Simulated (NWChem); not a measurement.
System: disilylmethane (CH$_{8}$Si$_{2}$); SMILES [SiH3]C[SiH3]

```xyz
11

Si    -1.5950     0.0000     0.1819
C      0.0000     0.0000    -0.8193
Si     1.5950     0.0000     0.1819
H     -2.7882     0.0029    -0.7199
H     -1.6645    -1.2137     1.0527
H     -1.6621     1.2111     1.0565
H     -0.0001     0.8855    -1.4784
H      0.0001    -0.8855    -1.4784
H      1.6621    -1.2111     1.0565
H      1.6645     1.2137     1.0527
H      2.7882    -0.0029    -0.7199
```
Atoms are numbered in this order, from 1.

Results from NWChem. The geometry was optimised at PBE0/def2-SVP.

### Question
Taking PBE0/def2-TZVPP as the yardstick, which of these has the fewest basis functions while keeping “dipole (D)” within 0.2 D of it: PBE0/def2-SVPD; PBE0/def2-SVP; PBE0/def2-TZVPD; PBE0/STO-3G; PBE0/def2-TZVP?

### Answer
PBE0/def2-SVP.
```tsv
level	basis functions	dipole (D)	relative time (rough)
PBE0/STO-3G	31	0.36	1
PBE0/def2-SVP	90	0.84	2
PBE0/def2-SVPD	132	0.84	7
PBE0/def2-TZVP	153	0.87	10
PBE0/def2-TZVPD	195	0.86	20
PBE0/def2-TZVPP	227	0.87	20
```

The yardstick is one finite set, not the basis-set limit.
